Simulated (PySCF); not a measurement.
## Ionisation energy along the 15-electron series

Calculated with PySCF 2.14 and a two-component X2C-1e Hamiltonian (Gaussian nucleus, no Breit or QED terms), each ion in its own even-tempered basis scaled to its charge; GMP2 freezes 1s2 and drops the highest virtual spinors. Values in eV. NIST values: (m) measured, (s) semi-empirical, (t) theoretical.

```tsv
ion	configuration	GHF (spin-free)	GMP2 (spin-free)	GHF (screened spin-orbit)	GMP2 (screened spin-orbit)	NIST
Mo²⁷⁺	[Ne] 3s2 3p3	1463.6	1464.0	1449.7	1449.8	1462 ± 6 (s)
Tc²⁸⁺	[Ne] 3s2 3p3	1561.3	1561.6	1546.0	1546.1	1559 ± 6 (s)
Ru²⁹⁺	[Ne] 3s2 3p3	1662.1	1662.5	1645.5	1645.6	1659 ± 6 (s)
```

Between Z = 42 and Z = 44 the GMP2 (screened spin-orbit) value grows as Z to the power 2.72.
